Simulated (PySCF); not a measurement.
A TDDFT job was run through a driver script with this input:

```
{"job": {"kind": "uv", "xc": "CAM-B3LYP", "basis": "def2-SVPD", "ip": true, "nstates": 15}, "charge": 0, "multiplicity": 1}
Cu     0.003402     0.012529    -1.406784
P      0.000336    -0.000744     0.784439
H      0.802010    -0.948745     1.470699
H     -1.218401    -0.231872     1.472575
H      0.412463     1.159241     1.489385
I      0.000189     0.009601    -3.810314
```

The program printed:

```
coarse grid: 29296 points
cycle   1  E = -2278.7079627291  dE = -2.933e+01  |g| = 3.845e+00  |ddm| = 9.629e+00
cycle   2  E = -2270.8965050472  dE =  7.811e+00  |g| = 4.730e+00  |ddm| = 1.070e+01
cycle   3  E = -2279.4800751134  dE = -8.584e+00  |g| = 2.063e+00  |ddm| = 8.797e+00
cycle   4  E = -2281.1685701702  dE = -1.688e+00  |g| = 3.701e-01  |ddm| = 3.781e+00
cycle   5  E = -2281.2161809152  dE = -4.761e-02  |g| = 2.377e-01  |ddm| = 1.534e+00
cycle   6  E = -2281.2262796021  dE = -1.010e-02  |g| = 1.519e-01  |ddm| = 4.527e-01
cycle   7  E = -2281.2297130886  dE = -3.433e-03  |g| = 1.717e-02  |ddm| = 1.448e-01
cycle   8  E = -2281.2298275557  dE = -1.145e-04  |g| = 2.691e-03  |ddm| = 4.703e-02
cycle   9  E = -2281.2298330655  dE = -5.510e-06  |g| = 1.082e-03  |ddm| = 8.688e-03
final grid: 55128 points
cycle  10  E = -2281.2297910571  dE = -3.181e-07  |g| = 1.376e-03  |ddm| = 3.368e-03
cycle  11  E = -2281.2297902108  dE =  8.463e-07  |g| = 2.935e-03  |ddm| = 3.693e-03
cycle  12  E = -2281.2297914615  dE = -1.251e-06  |g| = 2.180e-04  |ddm| = 2.339e-03
cycle  13  E = -2281.2297914784  dE = -1.687e-08  |g| = 4.316e-05  |ddm| = 3.185e-04
cycle  14  E = -2281.2297914804  dE = -2.026e-09  |g| = 1.394e-05  |ddm| = 1.857e-04
cycle  15  E = -2281.2297914805  dE = -1.037e-10  |g| = 2.174e-06  |ddm| = 3.899e-05
converged SCF energy = -2281.2297914805

Static polarisability (au): isotropic 89.659, principal 72.842 72.843 123.293

Singlet excitations
state   eV       nm        f      main configurations
  1   4.7442    261.3   0.00000   H->L 0.49, H-1->L+1 0.42
  2   4.7836    259.2   0.00005   H-1->L 0.46, H->L+1 0.45
  3   4.7838    259.2   0.00000   H-1->L+1 0.49, H->L 0.42
  4   5.0044    247.8   0.02551   H->L+2 0.80, H->L+3 0.10
  5   5.0045    247.7   0.02544   H-1->L+2 0.80, H-1->L+3 0.10
  6   5.1638    240.1   0.15623   H->L+1 0.42, H-1->L 0.41, H-2->L+2 0.09
  7   5.4452    227.7   0.04320   H-2->L 0.68, H-3->L 0.21
  8   5.4480    227.6   0.04316   H-2->L+1 0.68, H-3->L+1 0.21
  9   5.7878    214.2   0.00000   H-5->L 0.30, H-4->L+1 0.29, H-4->L 0.19
 10   5.7922    214.1   0.00001   H-4->L 0.29, H-5->L+1 0.29, H-5->L 0.19
 11   6.0024    206.6   0.01060   H-4->L+1 0.43, H-5->L 0.42
 12   6.0024    206.6   0.01061   H-5->L+1 0.43, H-4->L 0.42
 13   6.0558    204.7   0.14610   H-2->L+2 0.61, H-3->L+2 0.15
 14   6.2973    196.9   0.00086   H-7->L+1 0.57, H-6->L 0.16, H-3->L+1 0.12
 15   6.3011    196.8   0.00099   H-6->L 0.52, H-3->L+1 0.23

Triplet excitations (Tamm-Dancoff, eV): 4.5553 4.6490 4.6495 4.7473
Vertical ionisation energy (delta-SCF) = 8.4953 eV
Vertical electron affinity (delta-SCF) = -0.5781 eV
```

Level of theory: PySCF, TDDFT CAM-B3LYP/def2-SVPD, vertical, gas phase, core orbitals frozen in the response, def2 core potentials past Kr. Geometry: PBE0-D3(BJ)/def2-SVP; no solvent, vibrations or thermal averaging. Atoms past krypton carry effective core potentials; spin–orbit coupling is left out.

**Question.** How many basis functions and electrons does this run hold?

**Answer.** 117 basis functions for 72 electrons in 36 doubly occupied orbitals (core potentials stand for the other electrons).

**Question.** What is the gap between the lowest singlet and the lowest triplet?

**Answer.** 4.7442 − 4.5553 = 0.1889 eV (full response against Tamm–Dancoff).

**Question.** What transition dipole goes with state 6?

**Answer.** |μ|² = 3f / (2ΔE) = 3 × 0.1562 / (2 × 0.1898) ≈ 1.235 au, so |μ| = 2.82 D.

**Question.** What is the total energy of state 13 at this geometry?

**Answer.** -2281.22979 + 0.22255 = -2281.00724 hartree.

**Question.** Give the mean polarisability in Å³.

**Answer.** 89.66 au × 0.148185 = 13.29 Å³.

**Question.** Which species is it?

**Answer.** `[PH3]->[Cu][I]` (Cu(PH3)I) (CuH3IP), point group C3v.

The SCF starts on a coarse grid; the energy jumps when the final grid takes over, and dE counts afresh there. H and L stand for HOMO and LUMO.
